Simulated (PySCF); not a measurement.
(CF3CO)2NCH3, C5H3F6NO2.
Atom-mapped SMILES: `[CH3:1][N:2]([C:3](=[O:4])[C:5]([F:6])([F:7])[F:8])[C:9](=[O:10])[C:11]([F:12])([F:13])[F:14]` (hydrogens: H15, H16, H17 on C1)

Cartesian coordinates in Å at the PBE0-D3(BJ)/def2-SVP level; atoms count from 1:
```
atom  x, y, z in Å
C1     0.1111    1.5516   -0.7142
N2     0.1821    0.3715    0.1508
C3     1.4109    0.1528    0.7846
O4     2.2840    0.9748    0.7749
C5     1.7219   -1.2361    1.4141
F6     1.3108   -1.3073    2.6681
F7     1.1926   -2.2313    0.7069
F8     3.0369   -1.3885    1.4008
C9    -0.9529   -0.3684    0.4600
O10   -1.0728   -1.0659    1.4254
C11   -2.1288   -0.2684   -0.5460
F12   -2.6540    0.9584   -0.5588
F13   -1.7196   -0.5608   -1.7822
F14   -3.0677   -1.1205   -0.2017
H15   -0.5469    2.3162   -0.2817
H16    1.1236    1.9597   -0.7890
H17   -0.2500    1.2740   -1.7111
```

The closed-shell ground state was solved at several levels (PySCF, density fitting, gas phase, non-relativistic).

```
              level  basis functions  total energy (Eh)  HOMO (eV)  LUMO (eV)  gap (eV)  dipole (D)
      PBE0/pcSseg-1              253          -995.5266      -9.05      -2.38      6.67        3.20
CAM-B3LYP/def2-SVPD              328          -995.6223     -10.55      -1.41      9.14        3.26
        B3LYP/pcJ-1              408          -996.6029      -8.78      -2.61      6.17        3.20
```

Task: Estimate the row for CAM-B3LYP/pcSseg-2, a basis of 546 functions; the other rows only guide the guess.

Result: Total energy -996.7345 Eh, HOMO -10.49 eV, LUMO -1.31 eV, gap 9.18 eV, dipole 3.24 D.

Task: Over all these levels, which gives the widest orbital gap and which the narrowest?

Result: CAM-B3LYP/pcSseg-2 (range-separated hybrid) has the widest, 9.18 eV, and B3LYP/pcJ-1 (global hybrid, 20 % exact exchange) the narrowest, 6.17 eV. Functional and basis both differ between the two, so the spread mixes both effects.

Task: How far do the dipole and the HOMO energy spread over the levels?

Result: The dipole runs from 3.20 to 3.26 D (mean 3.22 D) and the HOMO from -10.55 to -8.78 eV.

One conformer stands for the species.
